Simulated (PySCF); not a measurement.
Relative stability

Two relaxed structures of B₂H₃OF, singlet (PBE0-D4/def2-TZVP; forces vanish, vibrations not checked).

A:

```
7
angstrom
B -1.0853 1.4362 0.6678
O 0.5989 -0.6883 -0.2970
B -0.1064 0.1996 0.1062
F 1.8489 -2.8045 -1.2843
H -1.4804 1.4180 1.7898
H -1.3851 2.3318 -0.0557
H 1.4204 -2.0522 -0.9322
```

B:

```
7
angstrom
B -0.1752 -0.3094 0.6294
O -0.8029 1.0232 0.4853
B 0.7962 -1.0026 -0.4768
F 0.4528 -2.0199 -1.2907
H -1.2812 1.3892 1.2354
H -0.8203 1.6033 -0.3020
H 1.9870 -0.7921 -0.3621
```

Program: PySCF 2.14 with density fitting (its default auxiliary sets; JK sets also for MP2 and CCSD(T)). Basis: def2-TZVPP. Cores are frozen in the correlated methods. B3LYP uses VWN-RPA correlation.

(1) Which structure is lower at CCSD(T), and by how much? (Judge from chemistry; the value comes from the calculation.)

The T1 diagnostic stays at or below 0.018. The restricted Hartree–Fock reference is unstable towards an unrestricted one at one or more of these structures.

## Answers

(1) Computed: A, by 76.99 kcal/mol (electronic energy, against the other). By their contacts, A is a complex of B₂H₂O ([BH2][B][O]) + HF and B is B₂H₃OF ([OH2][B][BH][F]).

All methods give the same order:

```
   method  E(B) − E(A) (kcal/mol)
   PBE-D4                   69.48
r2SCAN-D4                   71.67
  PBE0-D4                   70.76
 B3LYP-D4                   74.90
  wB97M-V                   73.63
       HF                   80.52
      MP2                   82.14
     CCSD                   77.23
  CCSD(T)                   76.99
```

Labels in which every atom is bracketed show which atoms are joined, not bond orders.

For scale, one of the runs: CCSD(T)/def2-TZVPP, 166 basis functions, launched by `OMP_NUM_THREADS=2 python run.py`. The run took 6.3 min on 2 CPU threads of an Arm Neoverse V1 (shared host), with 1.5 GiB of host memory at its peak.
